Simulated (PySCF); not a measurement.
CH7FO2Si2, SMILES O[SiH2][C@@H](O)[SiH2]F.

Geometry optimised at PBE0-D3(BJ)/def2-SVP. The structure was generated by enumeration; whether it is a known compound was not checked. The values are those of a single conformer.

Level of theory: TDA-PBE0/def2-SVPD (PySCF).

Vertical excitations. 

Computed lowest excited states:
| state | energy (eV) | λ (nm) | f | main pairs |
|---|---|---|---|---|
| S1 | 5.61 | 221 | 0.005 | HOMO→LUMO 98 % |
| S2 | 6.70 | 185 | 0.006 | HOMO→LUMO+1 80 %, HOMO−1→LUMO 13 % |
| S3 | 6.76 | 183 | 0.012 | HOMO−1→LUMO 73 %, HOMO→LUMO+1 17 % |
| S4 | 7.09 | 175 | 0.003 | HOMO−2→LUMO 77 % |
| S5 | 7.24 | 171 | 0.004 | HOMO→LUMO+2 87 % |
| S6 | 7.57 | 164 | 0.085 | HOMO→LUMO+3 87 % |
| S7 | 7.71 | 161 | 0.008 | HOMO−3→LUMO 87 % |
| S8 | 7.83 | 158 | 0.015 | HOMO−1→LUMO+1 88 % |
| S9 | 7.88 | 157 | 0.050 | HOMO→LUMO+4 91 % |
| S10 | 8.02 | 155 | 0.055 | HOMO→LUMO+5 81 % |
| T1 | 5.25 | 236 | 0 | HOMO→LUMO 95 % |
| T2 | 6.34 | 195 | 0 | HOMO−1→LUMO 67 %, HOMO−2→LUMO 13 %, HOMO→LUMO+1 13 % |
| T3 | 6.51 | 190 | 0 | HOMO→LUMO+1 78 %, HOMO−1→LUMO 16 % |
| T4 | 6.78 | 183 | 0 | HOMO−2→LUMO 69 % |
Triplets are in the Tamm–Dancoff approximation.
